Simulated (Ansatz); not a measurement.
**Relaxing a trial structure of CH3AlGa−**

The starting geometry of this gas-phase singlet was optimised with GFN2-xTB.

```yaml
atoms:
  - { symbol: C, position_ang: [-0.0495, 1.3374, 0.2378] }
  - { symbol: Al, position_ang: [-0.3217, -0.5075, -0.2749] }
  - { symbol: Ga, position_ang: [-1.4927, 1.1988, 1.4655] }
  - { symbol: H, position_ang: [0.4073, -1.8855, 0.2106] }
  - { symbol: H, position_ang: [-1.1340, -1.1782, -1.5239] }
  - { symbol: H, position_ang: [0.7914, 1.8095, -0.3173] }
```

**Question.** Predict what it relaxes into with BLYP-D3(BJ)/def2-SVPD.

**Answer.** A bond breaks, giving a structure given below by its coordinates. Contacts that open: Al2–Ga3 (2.70 → 3.33 Å).

The energy falls by 0.99 eV over 17 steps:

| step | E − E(last) (eV) |
| --- | --- |
| 1 | 0.993 |
| 3 | 0.725 |
| 5 | 0.531 |
| 6 | 0.491 |
| 8 | 0.304 |
| 10 | 0.112 |
| 12 | 0.009 |
| 13 | 0.002 |
| 15 | 0.000 |
| 17 | 0.000 |

Final geometry (Å):

```xyz
6

C    -0.3785    1.1032    0.1758
Al   -0.2256   -0.6701   -0.4450
Ga   -0.4847    1.5075    2.0661
H    -0.1760   -1.9383    0.5723
H    -0.1270   -1.1573   -2.0005
H    -0.4074    1.9295   -0.5709
```

No frequencies were run, so the end isn't proven a minimum. Run with Ansatz 0.2.0, 75 s on 2 threads of AMD EPYC (Zen 3), with other jobs on the host.
